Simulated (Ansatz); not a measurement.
Correlation energies of C₃H₉GeN, SMILES `C=C[N](C)[GeH3]` by basis set

```tsv
atom	x (Å)	y (Å)	z (Å)
C1	-1.186	-1.846	-0.126
C2	-0.085	-1.130	-0.384
N3	0.102	0.214	-0.160
C4	-0.988	0.948	0.433
Ge5	1.800	0.932	-0.152
H6	-1.212	-2.893	-0.390
H7	-2.070	-1.424	0.334
H8	0.770	-1.623	-0.839
H9	-1.226	0.592	1.445
H10	-0.739	2.009	0.491
H11	-1.892	0.845	-0.178
H12	2.419	0.906	1.262
H13	1.669	2.389	-0.622
H14	2.638	0.082	-1.114
```

Total charge 0; spin multiplicity 1. Correlated methods include outer-core shells of Ge, which these sets cover unevenly. Scalar relativity is left out up to krypton. The structure was optimised at the PBE0-D4/def2-TZVP level. It is one conformer, not always the lowest. Frozen core, restricted reference, Ansatz 0.2.0.

```json
{"basis": "def2-SVP", "HF (Eh)": "-2248.23850", "MP2 corr.": "-0.81853", "CCSD corr.": "-0.86924", "(T)": "?", "CCSD(T) total": "?"}
{"basis": "def2-TZVPP", "HF (Eh)": "?", "MP2 corr.": "-0.97913", "CCSD corr.": "-1.02124", "(T)": "-0.04244", "CCSD(T) total": "?"}
{"basis": "def2-QZVPP", "HF (Eh)": "?", "MP2 corr.": "?", "CCSD corr.": "–", "(T)": "–", "CCSD(T) total": "–"}
```

(1) Fill in the withheld values. (An estimate is asked.)

Answers

(1) The calculation gave: def2-SVP (T): -0.02823; def2-SVP CCSD(T) total: -2249.13597; def2-TZVPP HF (Eh): -2248.69552; def2-TZVPP CCSD(T) total: -2249.75920; def2-QZVPP HF (Eh): -2248.74607; def2-QZVPP MP2 corr.: -1.28883.
